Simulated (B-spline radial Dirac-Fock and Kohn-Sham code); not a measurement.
**X-ray scattering factor of Pb²⁺**

System: lead as Pb²⁺, [Xe] 4f14 5d9 6s2 6p1 (an excited configuration).

Input file task.json (cfg lists n, l and occupation; rrms is the nuclear radius in fm):

```json
{"items": [{
  "Z": 82,
  "q": 2,
  "cfg": [[1, 0, 2], [2, 0, 2], [2, 1, 6], [3, 0, 2], [3, 1, 6], [3, 2, 10], [4, 0, 2], [4, 1, 6], [4, 2, 10], [4, 3, 14], [5, 0, 2], [5, 1, 6], [5, 2, 9], [6, 0, 2], [6, 1, 1]],
  "A": 208,
  "rrms": 5.5012,
  "do": ["scatter"],
  "s": [0.0, 0.07, 0.09, 0.11, 0.14, 0.18, 0.22, 0.27, 0.34, 0.43, 0.53, 0.66, 0.82, 1.03, 1.28, 1.6, 1.99, 2.48, 3.1, 3.86, 4.81, 6.0, 7.48],
  "pz": [0, 0.1, 0.15, 0.21, 0.31, 0.46, 0.67, 0.99, 1.4, 2.1, 3.1, 4.5, 6.6, 9.7, 14.0, 21.0, 31.0, 45.0, 66.0, 96.0, 140.0],
  "hv_scatter": [2000, 5000, 10000, 17479.3, 20000, 50000, 200000, 500000]
}]}
```

Command: `python xray_run.py task.json out`

Calculated with a B-spline atomic structure program, using configuration-average Dirac-Fock orbitals. f₀ is the Fourier transform of the spherical electron density, S the Waller-Hartree incoherent function, and s = sin θ/λ. The electron scattering factor follows from the Mott-Bethe formula f_e = 0.023934 Å⁻¹·(Z − f₀)/s².

| s (Å⁻¹) | f₀ | S | f_e (Å) |
| --- | --- | --- | --- |
| 0 | 80.000 | 0.000 | – |
| 0.07 | 78.260 | 1.922 | 18.268 |
| 0.09 | 77.212 | 2.963 | 14.148 |
| 0.11 | 75.988 | 4.085 | 11.893 |
| 0.14 | 73.910 | 5.797 | 9.879 |
| 0.18 | 70.880 | 7.980 | 8.215 |
| 0.22 | 67.751 | 10.008 | 7.046 |
| 0.27 | 63.901 | 12.395 | 5.942 |
| 0.34 | 58.827 | 15.606 | 4.798 |
| 0.43 | 52.999 | 19.540 | 3.754 |
| 0.53 | 47.458 | 23.617 | 2.943 |
| 0.66 | 41.528 | 28.436 | 2.224 |
| 0.82 | 35.649 | 33.407 | 1.650 |
| 1.03 | 29.431 | 38.477 | 1.186 |
| 1.28 | 23.692 | 43.384 | 0.852 |
| 1.6 | 18.753 | 48.736 | 0.591 |
| 1.99 | 15.381 | 54.239 | 0.403 |
| 2.48 | 12.815 | 59.560 | 0.269 |
| 3.1 | 10.053 | 64.080 | 0.179 |
| 3.86 | 7.344 | 67.711 | 0.120 |
| 4.81 | 5.483 | 70.804 | 0.079 |
| 6 | 4.440 | 73.409 | 0.052 |
| 7.48 | 3.523 | 75.488 | 0.034 |

f₀ starts at the number of electrons, 80, and has fallen to half at s ≈ 0.70 Å⁻¹. The sum of ⟨r²⟩ over the electrons is 50.68 bohr². For an ion f_e diverges as s goes to zero, because of the net charge.
